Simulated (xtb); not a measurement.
xtb input (GFN2-xTB):

```bash
xtb mol.xyz --gfn 2 --ohess tight --chrg 1 --uhf 0
```
mol.xyz:
```
3

La     1.18847887     0.14366186    -0.22010539
F     -0.93625080     1.09710865    -0.93044536
F     -0.26117466    -1.24554844     1.09039853
```

End of the output:

```
       2    256.30    -0.50292 ( 99.86%)    -0.57223 (  0.14%)    -0.50302
       3    283.55    -0.45084 ( 99.90%)    -0.54231 (  0.10%)    -0.45093
   ------------------------------------------------------------------------

   temp. (K)  partition function   enthalpy   heat capacity  entropy
                                   cal/mol     cal/K/mol   cal/K/mol   J/K/mol
 298.15  VIB   5.48                 1052.673      5.320      6.843
         ROT  0.458E+05              888.752      2.981     24.307
         INT  0.251E+06             1941.425      8.301     31.150
         TR   0.228E+28             1481.254      4.968     41.400
Note: The following floating-point exceptions are signalling: IEEE_INVALID_FLAG IEEE_UNDERFLOW_FLAG IEEE_DENORMAL
normal termination of xtb
         TOT                        3422.6791    13.2689    72.5495   303.5469

       T/K    H(0)-H(T)+PV         H(T)/Eh          T*S/Eh         G(T)/Eh
   ------------------------------------------------------------------------
    298.15    0.545439E-02    0.688378E-02    0.344706E-01   -0.275868E-01
   ------------------------------------------------------------------------

         :::::::::::::::::::::::::::::::::::::::::::::::::::::
         ::                  THERMODYNAMIC                  ::
         :::::::::::::::::::::::::::::::::::::::::::::::::::::
         :: total free energy         -10.252781648980 Eh   ::
         ::.................................................::
         :: total energy              -10.225194840235 Eh   ::
         :: zero point energy           0.001429395274 Eh   ::
         :: G(RRHO) w/o ZPVE           -0.029016204018 Eh   ::
         :: G(RRHO) contrib.           -0.027586808744 Eh   ::
         :::::::::::::::::::::::::::::::::::::::::::::::::::::

optimized geometry written to: xtbopt.xyz

           -------------------------------------------------
          | TOTAL ENERGY              -10.225194840235 Eh   |
          | TOTAL ENTHALPY            -10.218311058563 Eh   |
          | TOTAL FREE ENERGY         -10.252781648980 Eh   |
          | GRADIENT NORM               0.000027854286 Eh/α |
          | HOMO-LUMO GAP               1.530687915760 eV   |
           -------------------------------------------------

------------------------------------------------------------------------
------------------------------------------------------------------------
 total:
 SCF:
 ANC optimizer:
 analytical hessian:
```

The spin state was set by rule; other spins were not relaxed.
